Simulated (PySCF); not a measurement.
PySCF 2.14 output of an unrestricted LDA calculation on a single atom or ion in aug-cc-pCVTZ-DK (7s6p4d2f, 59 functions), with the spin-free X2C one-electron Hamiltonian (Gaussian nucleus):

```
SCF conv_tol = 1e-09
number electrons alpha = 5  beta = 1
    P. A. M. Dirac.,  Math. Proc. Cambridge Philos. Soc. 26, 376 (1930)
    F. Bloch.,  Z. Phys. 57, 545 (1929)
    S. H. Vosko, L. Wilk, and M. Nusair.,  Can. J. Phys. 58, 1200 (1980)
cycle= 1 E= -53.4005853782865  delta_E= -0.00723  |g|= 0.0266  |ddm|= 0.25
cycle= 2 E= -53.40062728105  delta_E= -4.19e-05  |g|= 0.00643  |ddm|= 0.0386
cycle= 3 E= -53.4006379327835  delta_E= -1.07e-05  |g|= 0.00136  |ddm|= 0.0166
cycle= 4 E= -53.4006386278207  delta_E= -6.95e-07  |g|= 1.83e-05  |ddm|= 0.0034
cycle= 5 E= -53.4006386279569  delta_E= -1.36e-10  |g|= 2.43e-07  |ddm|= 4.71e-05
converged SCF energy = -53.4006386279569  <S^2> = 6.0000167  2S+1 = 5.0000067
```

The run itself started from symmetry-adapted Hartree-Fock orbitals and held the occupation by maximum overlap, on a logarithmic radial grid, so the iterations belong to that start.

Which element, charge and spin multiplicity is this?

N⁺ (nitrogen, charge +1), multiplicity 5; the state was [He] 2s1 2p3, high-spin 5S determinant (an excited configuration).
